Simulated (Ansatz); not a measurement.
One change: `[BH2][GeH]1[CH2][O]1` becomes `F[CH2][GeH]1[CH2][O]1`.

Ansatz, PBE0-D4/def2-TZVP geometries, multiplicity 1. Each molecule was computed in one conformer, which needn't be the lowest.

Scalar relativity is left out up to krypton.

```csv
property,`[BH2][GeH]1[CH2][O]1`
HOMO–LUMO gap (PBE0/def2-TZVPP) / eV,4.22
zero-point energy (PBE0-D4/def2-TZVP) / kJ/mol,152.2
size of the dipole moment (B3LYP/def2-TZVPP) / D,1.86
LUMO energy (PBE0/def2-TZVPP) / eV,-2.78
HOMO–LUMO gap (ωB97M-V/def2-TZVPP) / eV,8.10
HOMO–LUMO gap (PBE/def2-TZVPP) / eV,2.48
```

**Question.** Give the same properties after the change, and the shifts. (An estimate is asked.)

**Answer.** The calculation gave: 
```json
{"property": "HOMO–LUMO gap (PBE0/def2-TZVPP) / eV", "`F[CH2][GeH]1[CH2][O]1`": "6.45", "shift": "2.23"}
{"property": "zero-point energy (PBE0-D4/def2-TZVP) / kJ/mol", "`F[CH2][GeH]1[CH2][O]1`": "177.5", "shift": "25.3"}
{"property": "size of the dipole moment (B3LYP/def2-TZVPP) / D", "`F[CH2][GeH]1[CH2][O]1`": "0.74", "shift": "-1.12"}
{"property": "LUMO energy (PBE0/def2-TZVPP) / eV", "`F[CH2][GeH]1[CH2][O]1`": "-0.76", "shift": "2.02"}
{"property": "HOMO–LUMO gap (ωB97M-V/def2-TZVPP) / eV", "`F[CH2][GeH]1[CH2][O]1`": "10.50", "shift": "2.40"}
{"property": "HOMO–LUMO gap (PBE/def2-TZVPP) / eV", "`F[CH2][GeH]1[CH2][O]1`": "4.46", "shift": "1.98"}
```

With PBE0 the HOMO falls by 0.22 eV and the LUMO rises by 2.02 eV, so the gap widens by about 2.24 eV. PBE moves the HOMO by 0.02 eV and ωB97M-V by -0.40 eV. The zero-point energy changes by 25.3 kJ/mol with +3 modes. Dipoles are sizes alone; their direction can turn.

B3LYP here is the variant with VWN-RPA as its local correlation; programs differ in this.
